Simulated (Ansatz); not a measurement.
Te₄Se⁻, 5 atoms. Hardware: 4 threads of Arm Neoverse V1 on a shared host.

In the def2 sets Te takes a core potential; there is no spin–orbit coupling. Correlated methods freeze 25 core orbitals; core or outer-core shells of Se, Te are correlated, in sets that lack core-valence functions.

Task: How many basis functions does each of these Ansatz runs have, and roughly what does it cost? PBE-D4/def2-SVP, charge -1 doublet, energy with a search over starts; MP2/def2-TZVPD, charge -1 doublet, energy, from earlier orbitals; revPBE-D4/def2-TZVPD, charge -1 doublet, energy, from earlier orbitals; PBE-D4/def2-TZVPD, charge -1 doublet, energy and forces, from earlier orbitals; PBE0-D4/def2-TZVPD, charge -1 doublet, energy, from earlier orbitals; r2SCAN-D4/def2-TZVPD, charge -1 doublet, energy, from earlier orbitals; BLYP-D4/def2-TZVPD, charge -1 doublet, energy, from earlier orbitals; B97M-V/def2-TZVPD, charge -1 doublet, energy, from earlier orbitals; RPA@PBE/def2-TZVPD, charge -1 doublet, energy, from earlier orbitals; PBE-D4/def2-SVPD, charge -1 doublet, relaxation, 7 steps.

Result: Other jobs shared the machine, so times can vary by a factor of up to 3. A dash marks memory too small to be measured apart from the calling script's.

```tsv
run	functions	fitting or Cholesky vectors	wall time	peak host memory (GiB)
PBE-D4/def2-SVP, charge -1 doublet, energy with a search over starts	136	1626	15 s	–
revPBE-D4/def2-TZVPD, charge -1 doublet, energy, from earlier orbitals	293	2219	16 s	0.71
BLYP-D4/def2-TZVPD, charge -1 doublet, energy, from earlier orbitals	293	2219	16 s	0.71
PBE-D4/def2-TZVPD, charge -1 doublet, energy and forces, from earlier orbitals	293	2219	17 s	0.71
r2SCAN-D4/def2-TZVPD, charge -1 doublet, energy, from earlier orbitals	293	2219	26 s	0.81
PBE-D4/def2-SVPD, charge -1 doublet, relaxation, 7 steps	181	1971	32 s	–
PBE0-D4/def2-TZVPD, charge -1 doublet, energy, from earlier orbitals	293	2506	34 s	1.8
RPA@PBE/def2-TZVPD, charge -1 doublet, energy, from earlier orbitals	293	2506	45 s	1.7
B97M-V/def2-TZVPD, charge -1 doublet, energy, from earlier orbitals	293	2219	49 s	1.1
MP2/def2-TZVPD, charge -1 doublet, energy, from earlier orbitals	293	2506	52 s	1.8
```
